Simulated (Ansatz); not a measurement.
```yaml
crystal:
  periodic: [false, false, false]
  atoms:
    - {symbol: C, position_ang: [-1.446718, -1.489242, -2.669236]}
    - {symbol: O, position_ang: [-1.159680, -0.839625, -1.481854]}
    - {symbol: Zr, position_ang: [-0.288023, -0.375565, 0.182300]}
    - {symbol: N, position_ang: [-1.342639, -1.109090, 1.794752]}
    - {symbol: N, position_ang: [-0.644229, 1.642755, 0.293178]}
    - {symbol: C, position_ang: [-0.415012, 2.380556, 1.508050]}
    - {symbol: C, position_ang: [-0.906185, 2.509136, -0.826112]}
    - {symbol: C, position_ang: [2.054978, -0.624514, -0.706033]}
    - {symbol: C, position_ang: [2.173373, 0.029713, 0.541712]}
    - {symbol: C, position_ang: [1.804097, -0.887067, 1.545415]}
    - {symbol: C, position_ang: [1.470366, -2.110698, 0.920073]}
    - {symbol: C, position_ang: [1.635042, -1.950955, -0.467390]}
    - {symbol: H, position_ang: [-1.831942, -0.780872, -3.412488]}
    - {symbol: H, position_ang: [-2.206242, -2.265538, -2.517836]}
    - {symbol: H, position_ang: [-0.552225, -1.966679, -3.091110]}
    - {symbol: H, position_ang: [-1.087740, -1.798234, 2.484506]}
    - {symbol: Xx, position_ang: [-2.312169, -0.855557, 1.937083]}
    - {symbol: H, position_ang: [-1.279403, 3.013281, 1.762011]}
    - {symbol: H, position_ang: [0.461001, 3.045905, 1.434351]}
    - {symbol: H, position_ang: [-0.252641, 1.702111, 2.350377]}
    - {symbol: H, position_ang: [-1.097894, 1.925816, -1.729657]}
    - {symbol: H, position_ang: [-1.788832, 3.141461, -0.644293]}
    - {symbol: H, position_ang: [-0.063259, 3.188503, -1.033101]}
    - {symbol: H, position_ang: [2.252152, -0.185033, -1.673704]}
    - {symbol: H, position_ang: [2.476298, 1.055039, 0.694670]}
    - {symbol: H, position_ang: [1.770430, -0.687990, 2.606484]}
    - {symbol: H, position_ang: [1.136834, -3.008253, 1.419692]}
    - {symbol: H, position_ang: [1.440273, -2.699355, -1.221871]}
basis:
  gaussian: {orbitals: def2-TZVP}
hamiltonian: {xc: {name: RPBE}}
output: {forces: true}
```

```sh
$ ansatz run in.yaml --threads 11 --pin off --events-out ev --progress --plain --max-ram 174080MiB --backend cpu
```

Question: How does Ansatz answer? (An estimate is asked.)

Answer: The calculation gave: The program refused the input.
```
Error: YAML parse error: error: line 20 column 16: `Xx` is not an element symbol (H … Og, case-exact)
18 |     - {symbol: H, position_ang: [-0.552225, -1.966679, -3.091110]}
19 |     - {symbol: H, position_ang: [-1.087740, -1.798234, 2.484506]}
20 |     - {symbol: Xx, position_ang: [-2.312169, -0.855557, 1.937083]}
21 |     - {symbol: H, position_ang: [-1.279403, 3.013281, 1.762011]}
22 |     - {symbol: H, position_ang: [0.461001, 3.045905, 1.434351]}
```
